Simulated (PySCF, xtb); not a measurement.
# HOPTe: where a starting geometry ends

The starting geometry of this gas-phase singlet has its atoms placed at random.

```xyz
4

O    -0.4542   -1.6300   -0.5427
P     0.2339   -0.4907    0.2356
Te    0.3540    0.9118   -1.5792
H    -1.4925   -0.5657   -0.5442
```

Question: Guess where an optimisation with r2SCAN-D4/def2-SVP ends from this start.

Answer: It ends as `OP=[Te]`. Contacts that close: O1–H4 (1.49 → 0.98 Å).

The energy falls by 3.43 eV over 14 steps:

```csv
step,E − E(last) (eV)
1,3.432
2,2.702
4,0.812
5,0.375
7,0.071
8,0.054
10,0.000
11,0.000
13,0.000
14,0.000
```

Final geometry (Å):

| atom | x (Å) | y (Å) | z (Å) |
| --- | --- | --- | --- |
| O | -0.9461 | -1.3795 | -0.1528 |
| P | 0.4819 | -0.5702 | -0.0236 |
| Te | 0.4680 | 1.2102 | -1.4888 |
| H | -1.5530 | -0.9884 | -0.8086 |

From the same start GFN2-xTB reaches the same bonding as this run.

From so rough a start the end depends on the optimiser's path, so another program may land elsewhere. No frequencies were run, so the end isn't proven a minimum. Atoms past krypton carry core potentials, without spin–orbit terms. Run with PySCF 2.14.0, 2 min on 2 threads of Intel(R) Xeon(R) Processor @ 2.50GHz (Skylake/Cascade Lake), on a shared host.
